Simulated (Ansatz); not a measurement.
CH5FOSi2, SMILES [Si@H]1(F)CO[SiH2]1.

Coordinates come from a PBE-D3(BJ)/def2-SVP optimisation. The structure was generated by enumeration; whether it is a known compound was not checked.

Two levels are set side by side: PBE/def2-TZVPD (Ansatz, a first-principles code) and PBE0/def2-TZVPD (Ansatz). Energy differences of separate SCF runs at the same geometry; the states with an electron removed or added have multiplicity 2 and 2. Differences are taken from unrounded values.

```tsv
quantity	PBE0	PBE	PBE minus PBE0
vertical ionisation energy (eV)	9.87	9.53	-0.34
vertical singlet–triplet gap (eV)	4.89	4.57	-0.32
```
